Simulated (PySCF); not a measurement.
Cl₂GaH₃N, neutral, multiplicity 2. Atoms are numbered in the order given.

```xyz
7

Ga     0.5869    -0.0571     0.0000
Cl    -0.3882     0.6478    -1.8571
Cl    -0.3882     0.6478     1.8571
N     -0.4375    -1.9407     0.0000
H     -1.0330    -1.9411    -0.8308
H     -1.0330    -1.9411     0.8308
H      0.1308    -2.7873     0.0000
```
Charge 0, spin multiplicity 2.

Geometry optimised at PBE0-D3(BJ)/def2-SVP. The spin state was assumed, not searched. The isomer is the one that the SMILES or the coordinates give; other isomers of the formula were not compared.

Calculation: PBE0-D3(BJ)/def2-SVP (PySCF).

Frequencies are harmonic and unscaled.

Question: Give all harmonic wavenumbers and intensities. (An estimate is asked for; the answer gives what the named calculation found.)

Answer: 
```
mode  ν (cm⁻¹)  IR (km/mol)  moving atoms (share of kinetic energy)
----  --------  -----------  --------------------------------------
1          111          0.0                                  H 98 %
2          112          6.5                        Cl 74 %, Ga 19 %
3          124          2.9         N 42 %, H 25 %, Cl 24 %, Ga 9 %
4          147         11.6        Ga 32 %, Cl 31 %, N 22 %, H 14 %
5          335         22.4        N 52 %, Ga 23 %, H 13 %, Cl 12 %
6          361         15.8                Cl 64 %, Ga 20 %, N 13 %
7          385         69.3                        Cl 61 %, Ga 36 %
8          600         28.1                          H 84 %, N 13 %
9          600         39.5                          H 81 %, N 15 %
10        1163        198.8                          H 83 %, N 17 %
11        1602         27.2                                  H 95 %
12        1621         22.8                                  H 95 %
13        3476         19.7                                  H 98 %
14        3611         63.7                           H 92 %, N 8 %
15        3635         60.5                           H 92 %, N 8 %
```
